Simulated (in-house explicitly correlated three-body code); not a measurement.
Computed with an exponentially correlated three-body code. Model: two electrons around a point charge, non-relativistic, variational in 260 exponentially correlated functions (energies converged to about 1e-7 hartree, or 1e-8 relative for large Z).

For two electrons in a singlet the Kohn-Sham orbital is the square root of half the density, so the exact Kohn-Sham potential and energy parts follow from the density alone, and exchange is minus half the Hartree energy. The Kohn-Sham level equals minus the binding energy of the second electron.

Command:
```bash
python run_hyl.py task.json out
```
Settings (lengths in bohr, energies in hartree):
```
Z                      1.235
interaction_strength   1
functions              260
states_tried           13
```

Cost of the run: 68 s on 1 thread of Arm Neoverse N1, with other jobs on the host.

**Those bound S and P states to n = 4 that converged, binding against the one-electron ion.**

Given: nuclear charge 1.235.

Computed: one-electron threshold -0.7626125 hartree.

```json
{"term": "1 1S", "energy (hartree)": "-0.905657832", "binding (eV)": "3.8925", "quantum defect": "0.56064"}
{"term": "2 3S", "energy (hartree)": "?", "binding (eV)": "?", "quantum defect": "?"}
{"term": "2 1S", "energy (hartree)": "-0.773673924", "binding (eV)": "0.301", "quantum defect": "0.42004"}
{"term": "2 3P", "energy (hartree)": "?", "binding (eV)": "?", "quantum defect": "?"}
{"term": "2 1P", "energy (hartree)": "-0.769545061", "binding (eV)": "0.18864", "quantum defect": "0.0042506"}
{"term": "3 3S", "energy (hartree)": "-0.767475591", "binding (eV)": "0.13233", "quantum defect": "0.61715"}
{"term": "3 1S", "energy (hartree)": "-0.766734739", "binding (eV)": "0.11217", "quantum defect": "0.41187"}
{"term": "4 3S", "energy (hartree)": "-0.765023109", "binding (eV)": "0.065596", "quantum defect": "0.61554"}
{"term": "4 3P", "energy (hartree)": "-0.764361436", "binding (eV)": "0.047591", "quantum defect": "0.026567"}
{"term": "4 1P", "energy (hartree)": "-0.764341461", "binding (eV)": "0.047047", "quantum defect": "0.0036796"}
```

Q: What belongs in the row 2 3S?

A: energy (hartree): -0.77718567; binding (eV): 0.39656; quantum defect: 0.6235.

Q: What belongs in the row 2 3P?

A: energy (hartree): -0.769676504; binding (eV): 0.19222; quantum defect: 0.022906.

**Converged states only, values per electron or pair.**

```csv
term,mean r (bohr),mean r squared (bohr²),mean inverse r (1/bohr),mean r12 (bohr),mean inverse r12 (1/bohr),mean cosine,mean p1 dot p2 (bohr⁻²),delta r1 (bohr⁻³),delta r12 (bohr⁻³)
1 1S,1.8102,4.7851,0.92304,2.8616,0.4686,-0.09643,0.062544,0.34673,0.010509
2 3S,?,?,?,?,?,?,?,?,-
2 1S,8.7024,155.92,0.65807,16.254,0.078076,-0.0074988,0.0012696,0.30102,0.00022318
2 3P,10.903,257.04,0.64803,20.642,0.061271,-0.0056938,-0.00068787,0.29958,-
2 1P,11.194,270.11,0.64698,21.221,0.058949,-0.0043944,0.0004826,0.29975,1.7912e-06
3 3S,18.775,758.43,0.63637,36.365,0.036885,-0.0024151,0.00017561,0.30014,-
3 1S,22.063,1050.8,0.63355,42.936,0.031389,-0.0017839,0.00029273,0.30008,5.1713e-05
4 3S,?,?,?,?,?,?,?,?,-
4 3P,48.839,5282.7,0.62501,96.474,0.015048,-0.00071282,-0.00010363,0.29976,-
4 1P,49.456,5413.8,0.62485,97.707,0.014699,-0.00053195,7.2381e-05,0.29979,2.6486e-07
```

Q: What belongs in the row 2 3S?

A: mean r (bohr): 6.7356; mean r squared (bohr²): 92.123; mean inverse r (1/bohr): 0.67022; mean r12 (bohr): 12.348; mean inverse r12 (1/bohr): 0.10108; mean cosine: -0.012041; mean p1 dot p2 (bohr⁻²): 0.00088938; delta r1 (bohr⁻³): 0.30147.

Q: What belongs in the row 4 3S?

A: mean r (bohr): 37.198; mean r squared (bohr²): 3025.5; mean inverse r (1/bohr): 0.62712; mean r12 (bohr): 73.195; mean inverse r12 (1/bohr): 0.018936; mean cosine: -0.00085219; mean p1 dot p2 (bohr⁻²): 6.1735e-05; delta r1 (bohr⁻³): 0.29991.

**Exact Kohn-Sham parts of the ground state from its density.**

Computed: Kohn-Sham kinetic 0.87448 hartree; Hartree energy 1.0805 hartree; exchange energy -0.54025 hartree; DFT correlation energy -0.040472 hartree; kinetic part of the DFT correlation energy 0.031176 hartree; potential part of the DFT correlation energy -0.071648 hartree; exact minus restricted Hartree-Fock -0.039966 hartree; Kohn-Sham level -3.8925 eV.

Q: What is the total energy?

A: -0.905657832 hartree.

Q: What is the restricted Hartree-Fock level?

A: -4.3624 eV.

**Functionals on the exact density and self-consistent, errors are functional minus exact, hybrids only self-consistent, a dash where a self-consistent run leaves the top level unbound.**

```
       result  exchange error (millihartree)  correlation error (millihartree)  functional driven error (millihartree)  density driven error (millihartree)  self consistent total error (millihartree)  top level plus exact binding (eV)
         PW91                        -3.5092                            2.7448                                 -0.7644                             -0.69352                                     -1.4579                             3.8042
        wB97X                              -                                 -                                       -                                    -                                     -3.2535                            0.12848
         PBE0                              -                                 -                                       -                                    -                                      3.3836                             2.6973
         AM05                              ?                                 ?                                       ?                                    -                                           -                                  -
      r2SCAN0                              -                                 -                                       -                                    -                                      1.6419                              2.522
B3LYP VWN-RPA                              -                                 -                                       -                                    -                                           ?                                  ?
        M06-L                        -8.2807                            7.1911                                 -1.0895                              -2.2636                                     -3.3531                             3.7041
         RPBE                        -11.645                            4.8648                                   -6.78                             -0.84251                                     -7.6225                             3.8296
         OLYP                         -7.014                            4.8435                                 -2.1705                                    -                                           -                                  -
         SCAN                        -7.3523                            7.1888                                -0.16352                             -0.14991                                    -0.31343                             3.6221
```

Q: What belongs in the row AM05?

A: exchange error (millihartree): 52.439; correlation error (millihartree): -33.517; functional driven error (millihartree): 18.922.

Q: What belongs in the row B3LYP VWN-RPA?

A: self consistent total error (millihartree): -11.204; top level plus exact binding (eV): 2.8089.

The density-driven part is never positive, since each functional's own density lowers its energy. Here it is small in itself (median 0.77 millihartree), and only looks large beside functional-driven errors that cancel. The correlation energy of density-functional theory lies 0.51 millihartree below exact minus Hartree-Fock, because the Hartree-Fock density, unlike the exact one, minimises the Hartree-Fock energy.
